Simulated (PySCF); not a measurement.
A calculated (UHF, PySCF 2.14, aug-cc-pVQZ-DK, scalar relativity by spin-free X2C-1e) atom or ion has these occupied shells.

```json
{"shell": "1s β", "electrons": "1", "orbital energy (eV)": "-4554.9", "rms radius, mean of both spins (bohr)": "0.0844"}
{"shell": "1s α", "electrons": "1", "orbital energy (eV)": "-4554.9", "rms radius, mean of both spins (bohr)": "0.0844"}
{"shell": "2s α", "electrons": "1", "orbital energy (eV)": "-539.51", "rms radius, mean of both spins (bohr)": "0.370"}
{"shell": "2s β", "electrons": "1", "orbital energy (eV)": "-539.15", "rms radius, mean of both spins (bohr)": "0.370"}
{"shell": "2p α", "electrons": "3", "orbital energy (eV)": "-442.30", "rms radius, mean of both spins (bohr)": "0.340"}
{"shell": "2p β", "electrons": "3", "orbital energy (eV)": "-441.92", "rms radius, mean of both spins (bohr)": "0.340"}
{"shell": "3s α", "electrons": "1", "orbital energy (eV)": "-86.277", "rms radius, mean of both spins (bohr)": "1.15"}
{"shell": "3s β", "electrons": "1", "orbital energy (eV)": "-84.703", "rms radius, mean of both spins (bohr)": "1.15"}
{"shell": "3p α", "electrons": "3", "orbital energy (eV)": "-58.993", "rms radius, mean of both spins (bohr)": "1.26"}
{"shell": "3p β", "electrons": "3", "orbital energy (eV)": "-56.995", "rms radius, mean of both spins (bohr)": "1.26"}
{"shell": "3d α", "electrons": "1", "orbital energy (eV)": "-24.715", "rms radius, mean of both spins (bohr)": "1.73"}
```

Q: Name the element and its charge.

A: Sc(2+) (scandium, charge +2), in [Ar] 3d1, 2D determinant.
